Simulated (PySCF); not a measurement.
BiI2, SMILES [Bi]([I])[I], multiplicity 2.

Coordinates come from a B3LYP-D3(BJ)/def2-SVP optimisation. The multiplicity is an assumed one; other spin states were not compared. The isomer is the one that the SMILES or the coordinates give; other isomers of the formula were not compared. The def2 effective core potentials stand for the cores of Bi, I; spin–orbit coupling is left out.

All values below come from TDA-M06-2X/def2-SVPD (PySCF 2.14.0).

Vertical excitations. The molecule is in vacuum.

```json
[
 {"state": "root 1", "energy (eV)": "1.95", "λ (nm)": "635", "f": "0.001", "main pairs": "α HOMO→LUMO 95 %"},
 {"state": "root 2", "energy (eV)": "2.46", "λ (nm)": "505", "f": "0.000", "main pairs": "α HOMO→LUMO+1 94 %"},
 {"state": "root 3", "energy (eV)": "3.34", "λ (nm)": "371", "f": "0.000", "main pairs": "β HOMO→LUMO 99 %"},
 {"state": "root 4", "energy (eV)": "3.38", "λ (nm)": "367", "f": "0.000", "main pairs": "β HOMO−2→LUMO 94 %"},
 {"state": "root 5", "energy (eV)": "3.39", "λ (nm)": "366", "f": "0.001", "main pairs": "α HOMO−1→LUMO 68 %, β HOMO−1→LUMO 17 %, β HOMO→LUMO+1 7 %"},
 {"state": "root 6", "energy (eV)": "3.47", "λ (nm)": "357", "f": "0.001", "main pairs": "α HOMO−2→LUMO 63 %, β HOMO−2→LUMO+1 15 %"},
 {"state": "root 7", "energy (eV)": "3.56", "λ (nm)": "348", "f": "0.009", "main pairs": "α HOMO−2→LUMO+1 12 %, α HOMO−1→LUMO 7 %, β HOMO−1→LUMO 71 %"},
 {"state": "root 8", "energy (eV)": "3.73", "λ (nm)": "332", "f": "0.000", "main pairs": "α HOMO−3→LUMO 75 %, β HOMO−1→LUMO+1 12 %"},
 {"state": "root 9", "energy (eV)": "3.81", "λ (nm)": "325", "f": "0.001", "main pairs": "α HOMO−1→LUMO+1 41 %, α HOMO−5→LUMO 29 %, β HOMO−4→LUMO+1 9 %, β HOMO−3→LUMO 7 %"},
 {"state": "root 10", "energy (eV)": "3.94", "λ (nm)": "314", "f": "0.000", "main pairs": "α HOMO−2→LUMO+1 32 %, α HOMO−6→LUMO 5 %, β HOMO→LUMO+1 42 %"}
]
```
Unrestricted roots are not spin-pure.
